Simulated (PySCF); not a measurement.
# [Cu(NH3)6]2+ by CASSCF and spin-orbit coupling

[Cu(NH3)6]2+ holds Cu(II), d9, at total charge +2. The structure is a model geometry with rigid ligands and bond lengths from ionic radii, not a minimum; coordination octahedral, point group S6, metal–donor distances 2.16 Å.

```
25

Cu    0.000    0.000    0.000
N     0.000    0.000    2.160
H     0.942    0.000    2.550
H    -0.471    0.816    2.550
H    -0.471   -0.816    2.550
N     0.000    0.000   -2.160
H    -0.942    0.000   -2.550
H     0.471    0.816   -2.550
H     0.471   -0.816   -2.550
N     2.160    0.000    0.000
H     2.550    0.942    0.000
H     2.550   -0.471    0.816
H     2.550   -0.471   -0.816
N    -2.160    0.000    0.000
H    -2.550   -0.942    0.000
H    -2.550    0.471    0.816
H    -2.550    0.471   -0.816
N     0.000    2.160    0.000
H     0.000    2.550    0.942
H     0.816    2.550   -0.471
H    -0.816    2.550   -0.471
N     0.000   -2.160    0.000
H     0.000   -2.550   -0.942
H     0.816   -2.550    0.471
H    -0.816   -2.550    0.471
```

Method (PySCF 2.14, density fitting): CASSCF(9,5) with orbitals averaged over all microstates of the shell, strongly contracted NEVPT2 on the averaged canonical orbitals; basis x2c-TZVPall on the metal, x2c-SVPall elsewhere; spin-free X2C; gas phase; spin-orbit coupling by state interaction with the mean-field operator over all roots.

Spin-free states:

```
2S+1  deg.  symmetry  cubic parent  free-ion term  CASSCF / cm⁻¹  NEVPT2 / cm⁻¹  f(ED)          occupations
   2     2       2Eg      2Eg 1.00        2D 1.00              0              0      –  2.0 2.0 2.0 1.5 1.5
   2     2       2Eg     2T2g 1.00        2D 1.00           7196          10438      0  2.0 1.5 1.5 2.0 2.0
   2     1       2Ag     2T2g 1.00        2D 1.00           7240          10493      0  1.0 2.0 2.0 2.0 2.0
```

Energies are counted from the ground state at NEVPT2 level. Weights follow the labels. f(ED) is the electric-dipole oscillator strength from the ground state at the fixed geometry, without vibronic coupling; occupations, where given, run over the ligand-field orbitals from the lowest.

## Ligand-field fit

```csv
cm⁻¹,CASSCF,NEVPT2
10Dq,7210,10456
```

| orbital | CASSCF / cm⁻¹ | NEVPT2 / cm⁻¹ | metal share | main function |
| --- | --- | --- | --- | --- |
| 1 | 0 | 0 | 0.99 | xy 0.33 |
| 2 | 44 | 55 | 0.99 | degenerate set |
| 3 | 44 | 55 | 0.99 | degenerate set |
| 4 | 7240 | 10493 | 0.95 | degenerate set |
| 5 | 7240 | 10493 | 0.95 | degenerate set |

ζ = 805 cm⁻¹, against 818 for the free ion.

Spin-orbit levels:

| E / cm⁻¹ | deg. | make-up | g (S′ = 1/2) |
| --- | --- | --- | --- |
| 0.0 | 2 | 0.99 2Eg | 0.27 0.27 2.27 |
| 3.1 | 2 | 0.99 2Eg | 0.00 0.00 2.29 |
| 9751.4 | 2 | 0.68 2Eg + 0.32 2Ag | 1.95 1.95 2.08 |
| 11014.2 | 2 | 0.99 2Eg | 0.00 0.00 0.46 |
| 11054.1 | 2 | 0.68 2Ag + 0.31 2Eg | 0.22 0.22 0.36 |

Magnetism:

Degenerate or low-lying orbital states mix with the ground state, so no spin-only Hamiltonian applies. The lowest spin-orbit level is 2-fold, effective g = 0.27, 0.27, 2.27; the next lies at 3.1 cm⁻¹. μeff is 2.02 μB at 300 K and 1.96 μB at 10 K; the spin-only value is 1.73 μB.

```tsv
T / K	χT / cm³ K mol⁻¹	μeff / μB	χT along axes a, b, c
2	0.397	1.78	0.35 0.35 0.48
5	0.467	1.93	0.46 0.46 0.49
10	0.482	1.96	0.48 0.48 0.49
20	0.487	1.97	0.49 0.49 0.49
30	0.489	1.98	0.49 0.49 0.49
50	0.491	1.98	0.49 0.49 0.49
75	0.493	1.99	0.49 0.49 0.49
100	0.495	1.99	0.49 0.49 0.50
150	0.500	2.00	0.50 0.50 0.50
200	0.504	2.01	0.50 0.50 0.50
250	0.508	2.02	0.51 0.51 0.51
300	0.513	2.02	0.51 0.51 0.51
```

Axes in the frame of the coordinates: a = (-0.81, 0.52, 0.28); b = (-0.14, -0.63, 0.77); c = (-0.58, -0.58, -0.58).

Powder magnetisation at 2 K: 0.18 μB at 0.5 T, 0.34 μB at 1 T, 0.62 μB at 2 T, 0.82 μB at 3 T, 1.02 μB at 5 T, 1.09 μB at 7 T.

The ground state is orbitally degenerate in this regular structure, which would distort (Jahn–Teller), so its moment is that of the undistorted model. NEVPT2 lifts 2Eg (from 2T2g) from 7196 to 10438 cm⁻¹; on the d shell alone it tends to overshoot states that fill the eg-type orbitals.

The job took 27 s on one thread of Arm Neoverse V1 (shared host), with 222 basis functions and a peak of 0.6 GiB, launched as `OMP_NUM_THREADS=1 python lf_run.py task.json out`.
